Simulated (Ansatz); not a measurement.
`BN(C)[SiH2]N` and `BN(C)[SiH2]F` differ in one atom or group.

Ansatz, PBE0-D4/def2-TZVP geometries, multiplicity 1. Each molecule was computed in one conformer, which needn't be the lowest.

```
                             property  `BN(C)[SiH2]N`
   LUMO energy (PBE0/def2-TZVPP) / eV           -0.01
  LUMO energy (B3LYP/def2-TZVPP) / eV           -0.25
  HOMO energy (B3LYP/def2-TZVPP) / eV           -7.57
HOMO energy (ωB97M-V/def2-TZVPP) / eV          -10.10
LUMO energy (ωB97M-V/def2-TZVPP) / eV            1.74
   HOMO energy (PBE0/def2-TZVPP) / eV           -7.80
```

(1) What does the change do to each property? (Estimate.)

## Answers

(1) The calculation gave: 
```csv
property,`BN(C)[SiH2]F`,shift
LUMO energy (PBE0/def2-TZVPP) / eV,-0.36,-0.35
LUMO energy (B3LYP/def2-TZVPP) / eV,-0.59,-0.34
HOMO energy (B3LYP/def2-TZVPP) / eV,-8.21,-0.64
HOMO energy (ωB97M-V/def2-TZVPP) / eV,-10.77,-0.67
LUMO energy (ωB97M-V/def2-TZVPP) / eV,1.46,-0.28
HOMO energy (PBE0/def2-TZVPP) / eV,-8.45,-0.65
```

With PBE0 the HOMO falls by 0.65 eV and the LUMO falls by 0.35 eV, so the gap widens by about 0.30 eV. PBE moves the HOMO by -0.80 eV and ωB97M-V by -0.67 eV.

B3LYP here is the variant with VWN-RPA as its local correlation; programs differ in this.
